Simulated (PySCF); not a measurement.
C2H5BSe, SMILES B/C=C\[SeH], PBE/def2-SVP optimised geometry.

```
9

B      1.16     0.47     0.00
C      0.23    -0.74     0.00
C     -1.15    -0.74     0.00
Se    -2.37     0.69     0.00
H      0.73     1.62     0.00
H      2.37     0.32     0.00
H      0.66    -1.75     0.00
H     -1.71    -1.69     0.00
H     -1.33     1.75     0.00
```

Density from PBE/def2-TZVP in PySCF 2.14.0 at that geometry.

Minimum of the electron density along straight lines between bonded atoms, close to the bond critical point (lines longer than 1.1 times the sum of covalent radii, or with two minima, are not listed):

| bond | length / Å | ρ at the minimum / e bohr⁻³ | ∇²ρ there / e bohr⁻⁵ | position (fraction from the first atom) |
|---|---|---|---|---|
| B1–C2 | 1.528 | 0.193 | … | 0.33 |
| C2–C3 | 1.375 | 0.318 | -0.89 | 0.47 |
| C3–Se4 | 1.881 | 0.166 | -0.17 | 0.49 |
| B1–H5 | 1.223 | 0.172 | … | 0.44 |
| B1–H6 | 1.217 | 0.177 | … | 0.44 |
| C2–H7 | 1.106 | 0.267 | -0.87 | 0.64 |
| C3–H8 | 1.106 | 0.273 | -0.92 | 0.65 |
| Se4–H9 | 1.488 | 0.172 | -0.33 | 0.64 |

Task: What belongs in the gaps?

Result: 
- B1–C2, ∇²ρ there / e bohr⁻⁵: -0.16
- B1–H5, ∇²ρ there / e bohr⁻⁵: -0.37
- B1–H6, ∇²ρ there / e bohr⁻⁵: -0.40
